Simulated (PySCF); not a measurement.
# Radial density of P⁺ (phosphorus, charge +1)

B3LYP, [Ne] 3s2 3p2, high-spin 3P determinant. All numbers are calculated (PySCF 2.14, no relativity, point nucleus, in def2-TZVP (5s5p2d1f, 37 functions)).

```json
{"r (bohr)": "0.00198", "4πr²ρ (e/bohr)": "0.1012", "4πr²(ρα − ρβ)": "0.0000"}
{"r (bohr)": "0.00333", "4πr²ρ (e/bohr)": "0.2760", "4πr²(ρα − ρβ)": "0.0000"}
{"r (bohr)": "0.00560", "4πr²ρ (e/bohr)": "0.7272", "4πr²(ρα − ρβ)": "0.0000"}
{"r (bohr)": "0.00941", "4πr²ρ (e/bohr)": "1.838", "4πr²(ρα − ρβ)": "0.0001"}
{"r (bohr)": "0.0158", "4πr²ρ (e/bohr)": "4.287", "4πr²(ρα − ρβ)": "0.0004"}
{"r (bohr)": "0.0266", "4πr²ρ (e/bohr)": "8.801", "4πr²(ρα − ρβ)": "0.0012"}
{"r (bohr)": "0.0448", "4πr²ρ (e/bohr)": "14.53", "4πr²(ρα − ρβ)": "0.0049"}
{"r (bohr)": "0.0753", "4πr²ρ (e/bohr)": "17.00", "4πr²(ρα − ρβ)": "0.0214"}
{"r (bohr)": "0.127", "4πr²ρ (e/bohr)": "12.86", "4πr²(ρα − ρβ)": "0.0807"}
{"r (bohr)": "0.213", "4πr²ρ (e/bohr)": "11.44", "4πr²(ρα − ρβ)": "0.1950"}
{"r (bohr)": "0.359", "4πr²ρ (e/bohr)": "15.99", "4πr²(ρα − ρβ)": "0.1971"}
{"r (bohr)": "0.603", "4πr²ρ (e/bohr)": "9.755", "4πr²(ρα − ρβ)": "-0.0029"}
{"r (bohr)": "1.01", "4πr²ρ (e/bohr)": "2.477", "4πr²(ρα − ρβ)": "0.3862"}
{"r (bohr)": "1.71", "4πr²ρ (e/bohr)": "2.384", "4πr²(ρα − ρβ)": "1.0860"}
{"r (bohr)": "2.87", "4πr²ρ (e/bohr)": "0.7762", "4πr²(ρα − ρβ)": "0.4733"}
{"r (bohr)": "4.83", "4πr²ρ (e/bohr)": "0.03595", "4πr²(ρα − ρβ)": "0.0278"}
{"r (bohr)": "8.12", "4πr²ρ (e/bohr)": "7.123e-05", "4πr²(ρα − ρβ)": "0.0001"}
```

**Question.** Where is the radial spin density 4πr²(ρα − ρβ) most negative, and why is it negative at all?

**Answer.** Around r = 0.603 bohr, down to -0.0029 e/bohr: exchange with the open shell polarises the paired shells in an unrestricted calculation.
